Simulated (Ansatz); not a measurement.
Reaction (formal exchange of groups at the Al–Si bond): `[AlH2][SiH]1C[SiH2]N1` + `C=CS` → `C=[C]([AlH2])S` + `C1[SiH2]N[SiH2]1`

Computed with Ansatz on PBE0-D4/def2-TZVP structures; ΔE is electronic, products minus reactants. CBS: MP2 limit from def2 TZ/QZ plus the TZ coupled-cluster correction, frozen cores. This one scheme is used for every species. DFT in def2-TZVPP. One conformer a species, not always the lowest.

```json
{"species": "`[AlH2][SiH]1C[SiH2]N1`", "PBE0 energy (Eh)": "-918.70296"}
{"species": "`C=CS`", "PBE0 energy (Eh)": "-476.58531"}
{"species": "`C=[C]([AlH2])S`", "PBE0 energy (Eh)": "-719.49454"}
{"species": "`C1[SiH2]N[SiH2]1`", "PBE0 energy (Eh)": "-675.80101"}
```

(1) Work out ΔE.

Largest T1 diagnostic among the species: 0.012.

Answers

(1) ΔE = (-719.49454) + (-675.80101) − (-918.70296) − (-476.58531) = -0.00728 Eh = -19.1 kJ/mol. CCSD(T)/CBS gives -30.6 kJ/mol.

From PBE to PBE0 (25 % exact exchange), in def2-TZVPP and without D4, ΔE moves by −3.2 kJ/mol.
